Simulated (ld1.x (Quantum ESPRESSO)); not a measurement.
**Rb: TM pseudisation with PBE, scalar-relativistic reference atom.**

Input for ld1.x (Quantum ESPRESSO) 7.5:

```
&input
   title='Rb', zed=37., rel=1, dft='PBE', iswitch=3,
   config='[Kr] 4d-2 5s1 5p0',
   nld=3, rlderiv=4.10, eminld=-2.0, emaxld=5.0, deld=0.02
 /
 &inputp
   pseudotype=2, tm=.true., lloc=0,
   nlcc=.false.,
   file_pseudopw='Rb.UPF', file_wfcaegen='ae.wfc', file_wfcncgen='nc.wfc', file_beta='beta', file_chi='chi'
 /
3
5P  2  1   0.00   0.00  3.80  3.80  0.0
4D  3  2  -2.00   0.25  3.65  3.65  0.0
5S  1  0   1.00   0.00  3.05  3.05  0.0
 &test
   configts(1)='5s1 5p0'
 /
```

Command:

```bash
ld1.x < Rb.in > Rb.out
```

The program printed (shortened: banner, matrices, multipoles, cross overlaps and the repeated all-electron block are left out):

```
Program LD1 v.7.5
     --------------------------- All-electron run ----------------------------

     Rb
     scalar relativistic calculation

     atomic number is 37.00
     dft =PBE   lsd =0 sic =0 latt =0  beta=0.20 tr2=1.0E-14
     Exchange-correlation= PBE
                           (   1   4   3   4   0   0   0)
     mesh =1219 r(mesh) = 100.89517 a.u. xmin = -7.00 dx = 0.01250
     1 Ry =  13.60569312 eV, c = 137.03599908

     n l     nl                  e(Ry)          e(Ha)          e(eV)
     1 0     1S 1( 2.00)     -1104.9653      -552.4827    -15033.8190
     2 0     2S 1( 2.00)      -147.6027       -73.8014     -2008.2376
     2 1     2P 1( 6.00)      -130.8456       -65.4228     -1780.2446
     3 0     3S 1( 2.00)       -21.9027       -10.9513      -298.0010
     3 1     3P 1( 6.00)       -16.5281        -8.2640      -224.8757
     4 0     4S 1( 2.00)        -2.3441        -1.1720       -31.8931
     4 1     4P 1( 6.00)        -1.1733        -0.5867       -15.9639
     3 2     3D 1(10.00)        -7.6412        -3.8206      -103.9637
     5 0     5S 1( 1.00)        -0.1640        -0.0820        -2.2314
     5 1     5P 1( 0.00)        -0.0550        -0.0275        -0.7488

     final scf error:  3.4E-15 reached in  35 iterations

     Etot =   -5962.397269 Ry,   -2981.198635 Ha,  -81122.547526 eV

     Ekin =    6106.474080 Ry,    3053.237040 Ha,   83082.812402 eV
     Encl =  -14369.272565 Ry,   -7184.636283 Ha, -195503.912926 eV
     Eh   =    2501.730071 Ry,    1250.865036 Ha,   34037.771627 eV
     Exc  =    -201.328856 Ry,    -100.664428 Ha,   -2739.218628 eV

     normalization and overlap integrals

     s(1S/1S) =  1.000000  <r> =   0.0403  <r2> =    0.0022  r(max) =   0.0264
     s(2S/2S) =  1.000000  <r> =   0.1778  <r2> =    0.0373  r(max) =   0.1498
     s(2P/2P) =  1.000000  <r> =   0.1551  <r2> =    0.0294  r(max) =   0.1196
     s(3S/3S) =  1.000000  <r> =   0.5106  <r2> =    0.2994  r(max) =   0.4500
     s(3P/3P) =  1.000000  <r> =   0.5188  <r2> =    0.3145  r(max) =   0.4444
     s(4S/4S) =  1.000000  <r> =   1.4556  <r2> =    2.4173  r(max) =   1.2543
     s(4P/4P) =  1.000000  <r> =   1.7265  <r2> =    3.4651  r(max) =   1.4213
     s(3D/3D) =  1.000000  <r> =   0.5253  <r2> =    0.3382  r(max) =   0.3922
     s(5S/5S) =  1.000000  <r> =   5.2464  <r2> =   31.6785  r(max) =   4.3780
     s(5P/5P) =  1.000000  <r> =   7.6044  <r2> =   66.9191  r(max) =   6.2126

     ------------------------ End of All-electron run ------------------------

     --------------------- Generating NC pseudopotential ---------------------

      Generating local pot.: lloc=0, matching radius rcloc =   3.0500

      Wfc   5P  rcut= 3.816  Using Troullier-Martins method

      Wfc   4D  rcut= 3.629  Using Troullier-Martins method

     ------------------- End of pseudopotential generation -------------------

     Computing logarithmic derivative in   4.08717
     Computing logarithmic derivative in   4.08717
     Computing the partial wave expansion
       no projector for channel:   0
     R is outside the sphere for l=    1 j= 0.00
     R is outside the sphere for l=    2 j= 0.00

     ---------------------- Testing the pseudopotential ----------------------

     Rb
     scalar relativistic calculation

     atomic number is 37.00   valence charge is  1.00
     dft =PBE   lsd =0 sic =0 latt =0  beta=0.20 tr2=1.0E-14
     mesh =1219 r(mesh) = 100.89517 xmin = -7.00 dx = 0.01250

     n l     nl             e AE (Ry)        e PS (Ry)    De AE-PS (Ry)
     1 0     5S   1( 1.00)       -0.16400       -0.16400       -0.00000
     2 1     5P   1( 0.00)       -0.05503       -0.05503       -0.00000

     eps = 8.8E-16  iter = 19

     Etot =   -5962.397269 Ry,   -2981.198635 Ha,  -81122.547526 eV
     Etotps =    -0.288019 Ry,      -0.144009 Ha,      -3.918696 eV

     Ekin =       0.093510 Ry,       0.046755 Ha,       1.272262 eV
     Encl =      -0.388285 Ry,      -0.194142 Ha,      -5.282884 eV
     Ehrt =       0.172028 Ry,       0.086014 Ha,       2.340559 eV
     Ecxc =      -0.165272 Ry,      -0.082636 Ha,      -2.248634 eV

     ---------------------- End of pseudopotential test ----------------------
```

Generation and configuration tests took about 0.95 s on one core of a shared server CPU.

Transferability test of the new file with ld1.x, input:

```
&input
   title='Rb', zed=37., rel=1, dft='PBE', iswitch=2,
   config='[Kr] 4d-2 5s1 5p0'
 /
 &test
   file_pseudo='Rb.UPF', nconf=3,
   configts(1)='5s1 5p0',
   configts(2)='5s0.5 5p0',
   configts(3)='5s0 5p1'
 /
```

```bash
ld1.x < Rb.test.in > Rb.test.out
```

Pseudopotential blocks of its output, shortened (energy terms left out):

```
     ---------------------- Testing the pseudopotential ----------------------

     n l     nl             e AE (Ry)        e PS (Ry)    De AE-PS (Ry)
     1 0     5S   1( 1.00)       -0.16400       -0.16400       -0.00000
     2 1     5P   1( 0.00)       -0.05503       -0.05503       -0.00000

     eps = 8.8E-16  iter = 19

     Etot =   -5962.397269 Ry,   -2981.198635 Ha,  -81122.547526 eV
     Etotps =    -0.288019 Ry,      -0.144009 Ha,      -3.918696 eV

     ---------------------- End of pseudopotential test ----------------------

          ---------------------- Testing the pseudopotential ----------------------

     n l     nl             e AE (Ry)        e PS (Ry)    De AE-PS (Ry)
     1 0     5S   1( 0.50)       -0.30291       -0.29551       -0.00740  !
     2 1     5P   1( 0.00)       -0.16522       -0.16346       -0.00177

     eps = 3.3E-15  iter = 13

     Etot =   -5962.281266 Ry,   -2981.140633 Ha,  -81120.969215 eV
     Etotps =    -0.173102 Ry,      -0.086551 Ha,      -2.355169 eV
     dEtot_ae =       0.116004 Ry
     dEtot_ps =       0.114917 Ry,   Delta E=       0.001087 Ry

     ---------------------- End of pseudopotential test ----------------------

          ---------------------- Testing the pseudopotential ----------------------

     n l     nl             e AE (Ry)        e PS (Ry)    De AE-PS (Ry)
     1 0     5S   1( 0.00)       -0.21400       -0.19520       -0.01880  !
     2 1     5P   1( 1.00)       -0.09887       -0.09700       -0.00187

     eps = 3.5E-15  iter = 19

     Etot =   -5962.285541 Ry,   -2981.142770 Ha,  -81121.027377 eV
     Etotps =    -0.182337 Ry,      -0.091169 Ha,      -2.480828 eV
     dEtot_ae =       0.111729 Ry
     dEtot_ps =       0.105681 Ry,   Delta E=       0.006047 Ry

     ---------------------- End of pseudopotential test ----------------------
```
